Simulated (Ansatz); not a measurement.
Species: C4H10IIn, SMILES `C[CH2][In]([I])[CH2]C` (C–C–In–I torsion 0°, I–In–C–C torsion 178°) (charge 0, multiplicity 1).

Q: Give a relaxed geometry from CAM-B3LYP-D3(BJ)/def2-SVP in Ansatz (a program for electronic structure).

A: One answer among several that fit: the end point of this relaxation, one of several conformers (outside a Z-matrix the atoms follow the SMILES, hydrogens last).
Z-matrix (Å, degrees):
```
In
C 1 2.1635
H 2 1.1012 1 105.77
H 2 1.1015 3 105.69 1 111.79
C 2 1.5261 3 111.50 4 121.24
H 5 1.1012 2 112.15 3 60.77
H 5 1.1012 6 107.00 2 -123.40
H 5 1.1026 6 106.86 7 -114.19
C 1 2.1661 2 135.87 3 -126.34
H 9 1.1022 1 106.23 2 -55.63
H 9 1.1022 10 105.75 1 -112.57
C 9 1.5242 10 111.40 11 -121.16
H 12 1.1001 9 111.94 10 179.20
H 12 1.1001 13 106.53 9 -122.66
H 12 1.1025 13 107.45 14 -114.90
I 1 2.7232 2 111.72 3 53.70
```
